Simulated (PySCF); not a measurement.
# Excitation energy of S²⁺ by level of theory

S²⁺ [Ne] 3s2 3p2 (3P) → S²⁺ [Ne] 3s2 3p1 3d1 (high-spin determinant), as a difference of total energies. Calculation: PySCF 2.14, in aug-cc-pwCVTZ; no relativity, point nucleus. Correlated levels: valence: [Ne] frozen; valence and next inner shell: 1s2 frozen; nothing frozen. The calculations carry no spin-orbit coupling.

```tsv
method	excitation energy (cm⁻¹)
UHF	133890
LDA	120220
PBE	119780
PBE0	123780
r2SCAN	124520
BHandHLYP	126900
MN15	123900
M06-2X	125490
B3LYP	122340
MP2 (valence)	128250
SCS-MP2 (valence)	127850
MP2 (valence and next inner shell)	127940
SCS-MP2 (valence and next inner shell)	127660
MP2 (all electrons)	127950
SCS-MP2 (all electrons)	127670
```

A first-order spin-orbit estimate (lowest level to lowest level, LS coupling) adds 0.017 eV.

The promoted electron is Rydberg-like, and one or two diffuse shells describe it only roughly, which tends to raise the upper state.

The determinant of the upper state mixes LS terms, which raises its energy above the lowest term, most at the Hartree-Fock and MP2 levels.
